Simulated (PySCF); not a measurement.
This PySCF input asks for the NMR shieldings of SMILES FC(F)=C(F)[C@@H]1CCN[SiH2]1, C₅H₈F₃NSi; the geometry comes from GFN2-xTB.

```python
import basis_set_exchange as bse
import numpy as np
from pyscf import gto, dft
from pyscf.prop import nmr

atoms = """
F     3.105737   -0.773847    1.221938
C     2.894171    0.164061    0.295313
F     4.037381    0.764158   -0.028783
C     1.690946    0.438366   -0.194652
F     1.604558    1.409809   -1.131442
C     0.417190   -0.179903    0.212785
C    -0.374447   -0.731786   -0.978272
C    -1.827528   -0.877787   -0.541227
N    -2.143108    0.317505    0.218330
Si   -0.822101    1.067899    1.002752
H     0.640996   -0.981349    0.917539
H     0.028723   -1.683103   -1.328256
H    -0.325766   -0.010369   -1.794849
H    -1.954210   -1.782300    0.069183
H    -2.490170   -0.957625   -1.408259
H    -3.113886    0.432143    0.451660
H    -0.629440    2.440167    0.542976
H    -0.747803    0.950279    2.461606
"""
names = dict.fromkeys(["F", "C", "N", "Si", "H"], "pcSseg-1")
basis = {el: gto.basis.parse(bse.get_basis(n, elements=[el], fmt="nwchem")) for el, n in names.items()}
mol = gto.M(atom=atoms, basis=basis, charge=0, verbose=0)
mf = dft.RKS(mol, xc="PBE0")
mf.grids.level = 2
mf.grids.alignment = dft.numint.BLKSIZE   # the property module wants whole blocks of grid points
mf.conv_tol = 1e-9
mf.kernel()

calc = nmr.RKS(mf)   # GIAO
C = mf.mo_coeff
Co = C[:, mf.mo_occ > 0]
resp = mf.gen_response(singlet=True, hermi=2)
def vind(x):   # induced exchange potential for any number of trial vectors
    d = np.einsum("pi,xij,qj->xpq", C, 2 * x.reshape(-1, C.shape[1], Co.shape[1]), Co, optimize=True)
    return np.einsum("xpq,pi,qj->xij", resp(d - d.transpose(0, 2, 1)), C, Co, optimize=True).ravel()
mo1, _ = nmr.rhf.solve_mo1(calc, with_cphf=vind)
sigma = calc.kernel(mo1)
for i, s in enumerate(sigma):   # ppm
    w = np.linalg.eigvalsh((s + s.T) / 2)
    print("%2d %-2s iso %8.1f  s11 %8.1f  s22 %8.1f  s33 %8.1f" % (i, mol.atom_pure_symbol(i), w.mean(), *w))
```

Q: What are the results?

A: 
```
 0 F  iso    300.9  s11    250.7  s22    303.9  s33    348.1
 1 C  iso     20.6  s11    -38.3  s22     44.6  s33     55.3
 2 F  iso    279.4  s11    259.4  s22    282.4  s33    296.4
 3 C  iso     48.3  s11     10.3  s22     53.1  s33     81.5
 4 F  iso    365.0  s11    304.1  s22    363.0  s33    427.7
 5 C  iso    159.1  s11    142.2  s22    160.6  s33    174.4
 6 C  iso    155.1  s11    131.7  s22    162.9  s33    170.6
 7 C  iso    136.3  s11    111.1  s22    133.8  s33    164.0
 8 N  iso    243.3  s11    193.3  s22    227.5  s33    309.0
 9 Si iso    380.8  s11    352.2  s22    355.3  s33    435.0
10 H  iso     29.3  s11     24.7  s22     28.1  s33     35.1
11 H  iso     29.8  s11     25.1  s22     27.7  s33     36.5
12 H  iso     29.4  s11     24.0  s22     29.5  s33     34.7
13 H  iso     28.4  s11     23.2  s22     26.5  s33     35.4
14 H  iso     28.1  s11     23.1  s22     26.4  s33     35.0
15 H  iso     31.6  s11     21.7  s22     28.5  s33     44.6
16 H  iso     26.8  s11     23.3  s22     24.6  s33     32.4
17 H  iso     26.8  s11     23.5  s22     24.3  s33     32.6
```

These numbers come from an equivalent density-fitted implementation of the same equations, which agrees with the script to about 0.01 ppm for H and up to a few tenths of a ppm for heavy atoms, so last digits may differ.

Q: Turn these shieldings into chemical shifts. Shifts are taken against calculated references (same method and geometry level): ¹⁹F (170.95 ppm) against CFCl3; ¹³C (186.93 ppm) and ²⁹Si (349.16 ppm) and ¹H (31.72 ppm) against TMS; ¹⁵N (267.73 ppm) against NH3.

A: Averaging equivalent atoms: F 2: -108.5; F 0: -130.0; F 4: -194.0; C 1: 166.4; C 3: 138.6; C 7: 50.6; C 6: 31.8; C 5: 27.9; N 8: 24.4; Si 9: -31.7; H 16: 4.95; H 17: 4.91; H 14: 3.58; H 13: 3.36; H 10: 2.43; H 12: 2.29; H 11: 1.94; H 15: 0.15 ppm. Unscaled 19F shifts against computed CFCl3 carry errors that often reach 10 to 50 ppm. Experimental scales use liquid or dissolved standards, which lie at an offset from isolated NH3 (liquid NH3: subtract about 20 ppm).

Size and cost of the density-fitted run: 217 basis functions, 74 s wall time on 1 thread of an x86-64 server CPU, shared host.
